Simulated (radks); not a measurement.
Question: These are the eigenvalues of the occupied orbitals of an atom or ion with whole-number occupations (Ry). All-electron calculation, Dirac Kohn-Sham, relativistic LDA (MacDonald-Vosko exchange, VWN5 correlation), spin-unpolarised, spherical densities, finite nucleus; Fermi nuclear charge, rms radius of each element as measured or else 0.836 A^(1/3) + 0.57 fm. Program: a radial shooting solver on a logarithmic mesh with Libxc functionals.

| orbital | eigenvalue |
|---|---|
| 1s1/2 | -1545.566 |
| 2s1/2 | -238.1893 |
| 2p1/2 | -221.6442 |
| 2p3/2 | -213.0072 |
| 3s1/2 | -57.53106 |
| 3p1/2 | -51.11329 |
| 3p3/2 | -49.63722 |
| 3d3/2 | -38.21253 |
| 3d5/2 | -37.92309 |
| 4s1/2 | -22.38709 |

Which element is it, and in what charge state? The configuration may be excited. Open shells, if any, fill j = l - 1/2 first.

Answer: Z = 43, technetium, charge +13: Tc13+ in [Ar] 3d10 4s2. The list shows which subshells hold electrons but not how many an open one holds; the 1s level, -772.78 hartree, gives Z - s = 39.3 by -(Z - s)^2/2, which with screening and relativity narrows Z to a few neighbours, and the depths of the outer levels then fix element, charge and occupations together.
